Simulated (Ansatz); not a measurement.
Consider the atomization: `C[SiH](S)CCl` → 2 C• + Cl• + 7 H• + S• + Si•.

Gas-phase electronic energies from Ansatz, PBE0-D4/def2-TZVP geometries. CCSD(T)/CBS is the MP2 limit (def2-TZVPP, def2-QZVPP) plus CCSD(T) − MP2 in def2-TZVPP, frozen cores. This one scheme is used for every species, atoms too. Functionals use def2-TZVPP. B3LYP here is the variant with VWN-RPA as its local correlation; programs differ in this. No spin–orbit coupling; open shells (•) take unrestricted orbitals. Spin–orbit coupling would lower the free atoms: a little for C, Cl, S, Si. One conformer a species, not always the lowest.

`C[SiH](S)CCl`:

```xyz
12

C     0.977   -1.422   -0.488
Si    0.406    0.314   -0.127
S     1.214    0.859    1.772
C    -1.477    0.391   -0.065
Cl   -2.011    2.058    0.291
H     2.068   -1.466   -0.530
H     0.590   -1.761   -1.452
H     0.638   -2.117    0.284
H     0.846    1.260   -1.185
H     0.554    2.031    1.811
H    -1.919    0.109   -1.023
H    -1.885   -0.256    0.712
```

```tsv
level	ΔE (kcal/mol)
PBE-D4	1005.7
B3LYP-D4	990.2
B3LYP	978.0
MP2/CBS(def2)	1004.3
```

Problem. What does CCSD(T)/CBS give? (An estimate is asked.)

Solution. The calculation gave: +994.4 kcal/mol. The listed levels differ from it by 11.3, -4.2, -16.4, 9.9 kcal/mol.

Largest T1 diagnostic among the species: 0.012.

The D4 term adds +12.2 kcal/mol with B3LYP and +6.5 kcal/mol with PBE0; it sums over pairs of atoms, weighted by their polarisabilities, and B3LYP, whose exchange is more repulsive, gets the larger term. From PBE to PBE0 (25 % exact exchange), in def2-TZVPP and without D4, ΔE moves by −8.4 kcal/mol: exact exchange takes away binding that semilocal exchange gives to molecules.

For atomizations the MP2-based limit and the directly extrapolated one differ by several kJ/mol either way, and by 10 to 25 for some Ge, Se and Sn compounds, so smaller differences from it don't rank the levels.
